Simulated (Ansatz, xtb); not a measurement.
**Two isomers of ClGeH6NSi**

Structure I: `Cl[SiH2][NH][GeH3]`, a singlet. Structure II: `N[Si@H](Cl)[GeH3]`, a singlet. Both are isolated molecules in the gas phase, relaxed with B3LYP-D3(BJ)/def2-SVP; the shapes shown needn't be the lowest conformers.

I (Å):

```yaml
atoms:
  - { symbol: Cl, position_ang: [0.5028, 0.9285, -1.5396] }
  - { symbol: Ge, position_ang: [-2.8708, 0.2197, 0.8710] }
  - { symbol: N, position_ang: [-1.1624, -0.5048, 0.7790] }
  - { symbol: Si, position_ang: [-0.2555, -0.8122, -0.6511] }
  - { symbol: H, position_ang: [0.9136, -1.6624, -0.3117] }
  - { symbol: H, position_ang: [-1.1418, -1.4356, -1.6638] }
  - { symbol: H, position_ang: [-0.6237, -0.4250, 1.6394] }
  - { symbol: H, position_ang: [-3.5202, -0.0733, -0.4919] }
  - { symbol: H, position_ang: [-2.8258, 1.7405, 1.1334] }
  - { symbol: H, position_ang: [-3.6355, -0.4771, 2.0144] }
```

II (Å):

```tsv
atom	x (Å)	y (Å)	z (Å)
Cl	-0.4075	-1.0579	-4.2338
Ge	0.5958	-2.6069	-1.1583
N	-2.0548	-0.5758	-1.4963
Si	-0.4683	-0.7204	-2.1511
H	-2.6020	0.2628	-1.6733
H	-2.6567	-1.3935	-1.4521
H	0.2253	0.5743	-1.9288
H	0.8177	-2.4007	0.3555
H	-0.3068	-3.8460	-1.3494
H	1.9551	-2.8889	-1.8271
```

Q: Estimate which is lower in electronic energy at CCSD(T)/def2-SVP + ΔMP2/def2-TZVPP, and by roughly how much.

A: Too close to call at this level: CCSD(T)/def2-SVP + ΔMP2/def2-TZVPP gives E(II) − E(I) = +0.024 eV.

Level by level:

```json
{"level": "B3LYP-D3(BJ)/def2-SVP", "geometry": "B3LYP-D3(BJ)/def2-SVP", "E(II) − E(I) (eV)": "−0.039", "departure from the last row (eV)": "−0.062", "job, with rough time for the two": "optimisation, 60 s"}
{"level": "HF/def2-SVP", "geometry": "B3LYP-D3(BJ)/def2-SVP", "E(II) − E(I) (eV)": "+0.159", "departure from the last row (eV)": "+0.135", "job, with rough time for the two": "part of the CCSD(T) run"}
{"level": "MP2/def2-SVP", "geometry": "B3LYP-D3(BJ)/def2-SVP", "E(II) − E(I) (eV)": "+0.115", "departure from the last row (eV)": "+0.091", "job, with rough time for the two": "part of the CCSD(T) run"}
{"level": "CCSD(T)/def2-SVP", "geometry": "B3LYP-D3(BJ)/def2-SVP", "E(II) − E(I) (eV)": "+0.081", "departure from the last row (eV)": "+0.058", "job, with rough time for the two": "single point"}
{"level": "CCSD(T)/def2-SVP + ΔMP2/def2-TZVPP", "geometry": "B3LYP-D3(BJ)/def2-SVP", "E(II) − E(I) (eV)": "+0.024", "departure from the last row (eV)": "", "job, with rough time for the two": "single point, 20 s"}
```

As drawn, II has 1 Ge–Si, 1 N–H in place of 1 Ge–N, 1 Si–H.

The largest departure from CCSD(T)/def2-SVP + ΔMP2/def2-TZVPP is that of HF/def2-SVP, 0.135 eV. Levels run at GFN2-xTB geometries aren't shown. The last row adds to CCSD(T) the change of the MP2 difference between the two basis sets, here −0.058 eV.

With harmonic frequencies from B3LYP-D3(BJ)/def2-SVP (ideal gas, rigid rotor, one conformer each, 298.15 K, 1 atm): on the last row, ΔE + ΔZPE = +0.061 eV. A mode under 50 cm⁻¹ makes harmonic enthalpies and free energies unreliable, so none is given.

The correlated steps freeze 20 core orbitals; the filled d shell of Ge is correlated, in a basis made for valence electrons. Programs: Ansatz 0.2.0; the last row on 2 threads of Intel(R) Xeon(R) 6975P-C (Granite Rapids) on a shared host.
